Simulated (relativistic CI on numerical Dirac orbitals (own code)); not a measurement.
# Ti⁴⁺ in a cubic cluster: 3s photoemission with charge transfer

Computed with a charge-transfer multiplet model of a cubic metal-ligand cluster with up to 3 ligand holes, Slater and spin-orbit integrals from Dirac-Coulomb-Breit ions, Slater integrals scaled by 0.8. The ground state mixes d0 with configurations of k ligand holes L, whose averages lie at kΔ + k(k − 1)U_dd/2; a core hole lowers each added d electron by U_cd. 300 K, Lorentzian 1.4 eV and Gaussian 0.8 eV FWHM.

Atomic integrals in eV (Slater integrals scaled, ζ unscaled), ground: F2dd 6.578, F4dd 4.090, zeta_d 0.013; with the core hole: F2dd 6.578, F4dd 4.090, zeta_d 0.022, G2cd 8.461. Where a configuration has fewer than two d electrons, the dd integrals are those of d2.

Cluster parameters (eV): U_dd = 5.3, U_cd = 6.1, 10Dq = 0.75, 10Dq(ligand) = 1, V(eg) = 3.75, V(t2g) = -1.89, final-state hopping factor = 0.9.

| Case | n_d | d0 | d1L | d2L2 | d3L3 | S |
| --- | --- | --- | --- | --- | --- | --- |
| Δ = 0.5 eV | 1.21 | 0.18 | 0.47 | 0.29 | 0.05 | 0.00 |
| Δ = 1.5 eV | 1.11 | 0.22 | 0.48 | 0.25 | 0.04 | 0.00 |
| Δ = 3.5 eV | 0.92 | 0.31 | 0.48 | 0.19 | 0.02 | 0.00 |

Weights, n_d and S are thermal averages at 300 K. Binding energies count from the first peak over 30 % of the highest in each spectrum, which can be another peak from case to case. The parameters are a model scan and need not match a compound or its usual spin state. Peaks in eV (height, largest 100):
- Δ = 0.5 eV: 0.0 (100), 4.4 (6), 7.4 (7), 13.9 (10)
- Δ = 1.5 eV: 0.0 (100), 4.5 (5), 7.7 (7), 13.4 (10)
- Δ = 3.5 eV: 0.0 (100), 8.3 (7), 12.7 (11)

A d0 ion has no d-d gap: its lowest excitations are ligand-to-metal charge transfer. With the core hole the configuration with one ligand hole lies at Δ − U_cd = -5.6, -4.6, -2.6 eV from the one without, in the order of the table; where this is negative the screened configuration lies lower, though the effective hopping of about 7.4 eV (from the holes of the mixed ground state) mixes the two strongly wherever it is as large as the gap.

Without intra-shell correlation the exchange splitting of the 3s hole comes out too large.
